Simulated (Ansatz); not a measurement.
`[SiH3]CCCl` and `[SiH3]CCBr` differ in one element.

Ansatz, PBE0-D4/def2-TZVP geometries, multiplicity 1. Each molecule was computed in one conformer, which needn't be the lowest.

Scalar relativity is left out up to krypton. Spin–orbit coupling is left out; it splits and shifts lone-pair levels of the heavy atoms by tenths of an eV.

```tsv
property	`[SiH3]CCCl`
size of the dipole moment (PBE/def2-TZVPP) / D	1.39
ideal-gas entropy at 298 K and 1 bar (rigid rotor, harmonic PBE0-D4/def2-TZVP) / J/(mol·K)	331
size of the dipole moment (ωB97M-V/def2-TZVPP) / D	1.48
HOMO–LUMO gap (PBE/def2-TZVPP) / eV	6.28
HOMO energy (ωB97M-V/def2-TZVPP) / eV	-10.60
LUMO energy (ωB97M-V/def2-TZVPP) / eV	1.93
```

Task: Give the same properties after the change, and the shifts. (Best estimate.)

Result: The calculation gave: 
```
                                                                                  property  `[SiH3]CCBr`  shift
                                            size of the dipole moment (PBE/def2-TZVPP) / D          1.54   0.15
ideal-gas entropy at 298 K and 1 bar (rigid rotor, harmonic PBE0-D4/def2-TZVP) / J/(mol·K)           342     11
                                        size of the dipole moment (ωB97M-V/def2-TZVPP) / D          1.62   0.14
                                                       HOMO–LUMO gap (PBE/def2-TZVPP) / eV          5.37  -0.91
                                                     HOMO energy (ωB97M-V/def2-TZVPP) / eV        -10.11   0.49
                                                     LUMO energy (ωB97M-V/def2-TZVPP) / eV          1.66  -0.27
```

With PBE0 the HOMO rises by 0.46 eV and the LUMO falls by 0.53 eV, so the gap narrows by about 0.99 eV. PBE moves the HOMO by 0.35 eV and ωB97M-V by 0.49 eV. Dipoles are sizes alone; their direction can turn.

Positive LUMOs are unbound, so they and the gaps depend on the basis.
